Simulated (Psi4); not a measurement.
Input file for Psi4: SAPT0/jun-cc-pV(D+d)Z on H4O2 (a complex), monomers drawn apart or pushed together.

```
memory 8100 MB

molecule dimer {
0 1
O    -0.09233564    0.24595125    0.60454593
H     0.77791662    0.27314134    0.19175156
H    -0.55068712   -0.49808502    0.19858741
--
0 1
O     0.24901658   -0.33352176    3.22305436
H     0.08882146   -0.05746699    2.30636432
H    -0.14664945    0.35194932    3.76922372
units angstrom
symmetry c1
no_reorient
no_com
}

set {
  basis jun-cc-pV(D+d)Z
  scf_type df
  freeze_core true
}

energy('sapt0')
```

The log:

```
[...]
==> Input File <==

--------------------------------------------------------------------------
memory 8100 MB

molecule dimer {
0 1
O    -0.09233564    0.24595125    0.60454593
H     0.77791662    0.27314134    0.19175156
H    -0.55068712   -0.49808502    0.19858741
--
0 1
O     0.24901658   -0.33352176    3.22305436
H     0.08882146   -0.05746699    2.30636432
H    -0.14664945    0.35194932    3.76922372
units angstrom
symmetry c1
no_reorient
no_com
}

set {
  basis jun-cc-pV(D+d)Z
  scf_type df
  freeze_core true
}

energy('sapt0')
--------------------------------------------------------------------------


   => Loading Basis Set <=

    Name: JUN-CC-PV(D+D)Z
    Role: ORBITAL
    Keyword: BASIS
    atoms 1, 4     entry O          line   256 file jun-cc-pv_dpd_z.gbs
    atoms 2-3, 5-6 entry H          line    60 file jun-cc-pv_dpd_z.gbs

   => Loading Basis Set <=

    Name: JUN-CC-PV(D+D)Z
    Role: ORBITAL
    Keyword: BASIS
    atoms 1, 4     entry O          line   256 file jun-cc-pv_dpd_z.gbs
    atoms 2-3, 5-6 entry H          line    60 file jun-cc-pv_dpd_z.gbs


  //>>>>>>>>>>>>>>>>>>>>>>>>>>>>>>>>>>>//
  //              Dimer HF             //
  //<<<<<<<<<<<<<<<<<<<<<<<<<<<<<<<<<<<//

   => Libint2 <=

    Primary   basis highest AM E, G, H:  7, 6, 3
    Auxiliary basis highest AM E, G, H:  7, 7, 4
    Onebody   basis highest AM E, G, H:  -, -, -
    Solid Harmonics ordering:            Gaussian


   => Loading Basis Set <=

    Name: JUN-CC-PV(D+D)Z
    Role: ORBITAL
    Keyword: BASIS
    atoms 1, 4     entry O          line   256 file jun-cc-pv_dpd_z.gbs
    atoms 2-3, 5-6 entry H          line    60 file jun-cc-pv_dpd_z.gbs


         ---------------------------------------------------------
                                   SCF
               by Justin Turney, Rob Parrish, Andy Simmonett
                          and Daniel G. A. Smith
                              RHF Reference
                        4 Threads,   7724 MiB Core
         ---------------------------------------------------------

  ==> Geometry <==

    Molecular point group: c1
    Full point group: C1

    Geometry (in Angstrom), charge = 0, multiplicity = 1:

       Center              X                  Y                   Z               Mass
    ------------   -----------------  -----------------  -----------------  -----------------
         O           -0.092335640000     0.245951250000     0.604545930000    15.994914619570
         H            0.777916620000     0.273141340000     0.191751560000     1.007825032230
         H           -0.550687120000    -0.498085020000     0.198587410000     1.007825032230
         O            0.249016580000    -0.333521760000     3.223054360000    15.994914619570
         H            0.088821460000    -0.057466990000     2.306364320000     1.007825032230
         H           -0.146649450000     0.351949320000     3.769223720000     1.007825032230

  Running in c1 symmetry.

  Rotational constants: A =      4.71594  B =      0.08661  C =      0.08608 [cm^-1]
  Rotational constants: A = 141380.28456  B =   2596.40408  C =   2580.53136 [MHz]
  Nuclear repulsion =   37.997506529120685

  Charge       = 0
  Multiplicity = 1
  Electrons    = 20
  Nalpha       = 10
  Nbeta        = 10

  ==> Algorithm <==

  SCF Algorithm Type is DF.
  DIIS enabled.
  MOM disabled.
  Fractional occupation disabled.
  Guess Type is SAD.
  Energy threshold   = 1.00e-08
  Density threshold  = 1.00e-08
  Integral threshold = 1.00e-12

  ==> Primary Basis <==

  Basis Set: JUN-CC-PV(D+D)Z
    Blend: JUN-CC-PV(D+D)Z
    Number of shells: 28
    Number of basis functions: 56
    Number of Cartesian functions: 58
    Spherical Harmonics?: true
    Max angular momentum: 2

   => Loading Basis Set <=

    Name: (JUN-CC-PV(D+D)Z AUX)
    Role: JKFIT
    Keyword: DF_BASIS_SCF
    atoms 1, 4     entry O          line   258 file jun-cc-pvdz-jkfit.gbs
    atoms 2-3, 5-6 entry H          line    70 file jun-cc-pvdz-jkfit.gbs

  ==> Integral Setup <==

  DFHelper Memory: AOs need 0.007 GiB; user supplied 5.658 GiB.
  SCF_SUBTYPE=INCORE selected. In-core MEM_DF algorithm will be used.
  Using in-core AOs.

  ==> MemDFJK: Density-Fitted J/K Matrices <==

    J tasked:                   Yes
    K tasked:                   Yes
    wK tasked:                   No
    OpenMP threads:               4
    Algorithm:                 Core
    Schwarz Cutoff:           1E-12
    Mask sparsity (%):       0.0000
    Fitting Condition:        1E-10

   => Auxiliary Basis Set <=

  Basis Set: (JUN-CC-PV(D+D)Z AUX)
    Blend: JUN-CC-PVDZ-JKFIT
    Number of shells: 90
    Number of basis functions: 250
    Number of Cartesian functions: 282
    Spherical Harmonics?: true
    Max angular momentum: 3

  Minimum eigenvalue in the overlap matrix is 6.3580768297E-03.
  Reciprocal condition number of the overlap matrix is 1.1738769004E-03.
    Using symmetric orthogonalization.

  ==> Pre-Iterations <==

  SCF Guess: Superposition o
[...]
9A      4.489847    50A      4.675973
      51A      4.840062    52A      4.973942    53A      5.569563
      54A      6.539193    55A      6.956332    56A     33.493062

    Final Occupation by Irrep:
              A
    DOCC [     5 ]
    NA   [     5 ]
    NB   [     5 ]

  @DF-RHF Final Energy:   -76.03697603908373

   => Energetics <=

    Nuclear Repulsion Energy =              9.1079622109470986
    One-Electron Energy =                -122.8224061134648650
    Two-Electron Energy =                  37.6774678634340390
    Total Energy =                        -76.0369760390837257

Computation Completed


Properties will be evaluated at   0.000000,   0.000000,   0.000000 [a0]

Properties computed using the SCF density matrix


 Multipole Moments:

 ------------------------------------------------------------------------------------
     Multipole            Electronic (a.u.)      Nuclear  (a.u.)        Total (a.u.)
 ------------------------------------------------------------------------------------

 L = 1.  Multiply by 2.5417464519 to convert [e a0] to [Debye]
 Dipole X            :         -4.0629468            3.6553060           -0.4076408
 Dipole Y            :          5.1907881           -4.4856273            0.7051608
 Dipole Z            :        -60.4735007           60.2067177           -0.2667830
 Magnitude           :                                                    0.8570857

 ------------------------------------------------------------------------------------

  Constructing Basis Sets for SAPT...

   => Loading Basis Set <=

    Name: (JUN-CC-PV(D+D)Z AUX)
    Role: RIFIT
    Keyword: DF_BASIS_SAPT
    atoms 1, 4     entry O          line   188 file jun-cc-pvdz-ri.gbs
    atoms 2-3, 5-6 entry H          line    30 file jun-cc-pvdz-ri.gbs

   => Loading Basis Set <=

    Name: (JUN-CC-PV(D+D)Z AUX)
    Role: JKFIT
    Keyword: DF_BASIS_ELST
    atoms 1, 4     entry O          line   258 file jun-cc-pvdz-jkfit.gbs
    atoms 2-3, 5-6 entry H          line    70 file jun-cc-pvdz-jkfit.gbs


  //>>>>>>>>>>>>>>>>>>>>>>>>>>>>>>>>>>>//
  //               SAPT0               //
  //<<<<<<<<<<<<<<<<<<<<<<<<<<<<<<<<<<<//



        SAPT0
    Ed Hohenstein
     6 June 2009

      Orbital Information
  --------------------------
    NSO        =        56
    NMO        =        56
    NRI        =       186
    NRI (Elst) =       250
    NOCC A     =         5
    NOCC B     =         5
    FOCC A     =         1
    FOCC B     =         1
    NVIR A     =        51
    NVIR B     =        51

    Elst10,r            =    -0.020987487460 [Eh]
    Exch10              =     0.024233909906 [Eh]
    Exch10 (S^2)        =     0.023892528699 [Eh]

    Maxiter = 50
    CPHF R converge = 1.000000E-08

    Iter     Energy [mEh]          dE [mEh]         Residual      Time [s]
       1      -4.99773636       4.997736355     1.378036e-02             0
       2      -6.34684504       1.349108688     4.268756e-03             0
       3      -6.41838764       0.071542593     1.277253e-03             0
       4      -6.39193187      -0.026455764     2.865982e-04             0
       5      -6.38862649      -0.003305384     5.945543e-05             0
       6      -6.39019078       0.001564287     9.807079e-06             0
       7      -6.38998981      -0.000200969     2.086426e-06             0
       8      -6.39001424       0.000024428     3.368082e-07             0
       9      -6.39001214      -0.000002091     8.201386e-08             0
      10      -6.39001224       0.000000098     2.075999e-08             0
      11      -6.39001230       0.000000056     3.371365e-09             0

    CHF Iterations converged

    Maxiter = 50
    CPHF R converge = 1.000000E-08

    Iter     Energy [mEh]          dE [mEh]         Residual      Time [s]
       1      -2.96805543       2.968055433     7.300188e-03             0
       2      -3.43464135       0.466585920     1.061129e-03             0
       3      -3.43525759       0.000616233     2.590451e-04             0
       4      -3.43221724      -0.003040345     9.807137e-05             0
       5      -3.43142951      -0.000787731     2.452768e-05             0
       6      -3.43195595       0.000526440     3.876265e-06             0
       7      -3.43190406      -0.000051889     6.936157e-07             0
       8      -3.43190646       0.000002401     1.553865e-07             0
       9      -3.43190745       0.000000991     2.552378e-08             0
      10      -3.43190723      -0.000000220     4.409654e-09             0

    CHF Iterations converged

    Ind20,r (A<-B)      =    -0.006390012298 [Eh]
    Ind20,r (B<-A)      =    -0.003431907232 [Eh]
    Ind20,r             =    -0.009821919529 [Eh]
    Exch-Ind20,r (A<-B) =     0.003306043950 [Eh]
    Exch-Ind20,r (B<-A) =     0.002678804658 [Eh]
    Exch-Ind20,r        =     0.005984848608 [Eh]
    Disp20              =    -0.004528608672 [Eh]
    Disp20 (SS)         =    -0.002264304336 [Eh]
    Disp20 (OS)         =    -0.002264304336 [Eh]
    Exch-Disp20         =     0.001123861574 [Eh]
    Exch-Disp20 (SS)    =     0.000646219692 [Eh]
    Exch-Disp20 (OS)    =     0.000477641882 [Eh]

    SAPT Results
  --------------------------------------------------------------------------------------------------------
    Electrostatics                -20.98748746 [mEh]     -13.16984721 [kcal/mol]     -55.10264074 [kJ/mol]
      Elst10,r                    -20.98748746 [mEh]     -13.16984721 [kcal/mol]     -55.10264074 [kJ/mol]

    Exchange                       24.23390991 [mEh]      15.20700805 [kcal/mol]      63.62612169 [kJ/mol]
      Exch10                       24.23390991 [mEh]      15.20700805 [kcal/mol]      63.62612169 [kJ/mol]
      Exch10(S^2)                  23.89252870 [mEh]      14.99278811 [kcal/mol]      62.72982546 [kJ/mol]

    Induction                      -6.85513869 [mEh]      -4.30166447 [kcal/mol]     -17.99816416 [kJ/mol]
      Ind20,r                      -9.82191953 [mEh]      -6.16334756 [kcal/mol]     -25.78744617 [kJ/mol]
      Exch-Ind20,r                  5.98484861 [mEh]       3.75554920 [kcal/mol]      15.71321786 [kJ/mol]
      delta HF,r (2)               -3.01806777 [mEh]      -1.89386612 [kcal/mol]      -7.92393584 [kJ/mol]

    Dispersion                     -3.40474710 [mEh]      -2.13651106 [kcal/mol]      -8.93916227 [kJ/mol]
      Disp20                       -4.52860867 [mEh]      -2.84174484 [kcal/mol]     -11.88986043 [kJ/mol]
      Exch-Disp20                   1.12386157 [mEh]       0.70523379 [kcal/mol]       2.95069816 [kJ/mol]
      Disp20 (SS)                  -2.26430434 [mEh]      -1.42087242 [kcal/mol]      -5.94493021 [kJ/mol]
      Disp20 (OS)                  -2.26430434 [mEh]      -1.42087242 [kcal/mol]      -5.94493021 [kJ/mol]
      Exch-Disp20 (SS)              0.64621969 [mEh]       0.40550898 [kcal/mol]       1.69664957 [kJ/mol]
      Exch-Disp20 (OS)              0.47764188 [mEh]       0.29972481 [kcal/mol]       1.25404859 [kJ/mol]

  Total HF                         -3.60871625 [mEh]      -2.26450363 [kcal/mol]      -9.47468320 [kJ/mol]
  Total SAPT0                      -7.01346334 [mEh]      -4.40101469 [kcal/mol]     -18.41384547 [kJ/mol]

  Special recipe for scaled SAPT0 (see Manual):
    Electrostatics sSAPT0         -20.98748746 [mEh]     -13.16984721 [kcal/mol]     -55.10264074 [kJ/mol]
    Exchange sSAPT0                24.23390991 [mEh]      15.20700805 [kcal/mol]      63.62612169 [kJ/mol]
    Induction sSAPT0               -6.59491764 [mEh]      -4.13837330 [kcal/mol]     -17.31495388 [kJ/mol]
    Dispersion sSAPT0              -3.35588163 [mEh]      -2.10584751 [kcal/mol]      -8.81086600 [kJ/mol]
  Total sSAPT0                     -6.70437682 [mEh]      -4.20705997 [kcal/mol]     -17.60233892 [kJ/mol]
  --------------------------------------------------------------------------------------------------------



*** Psi4 exiting successfully. Buy a developer a beer!
```

The run finished.

Cost: about 12 core-seconds (a rough figure).
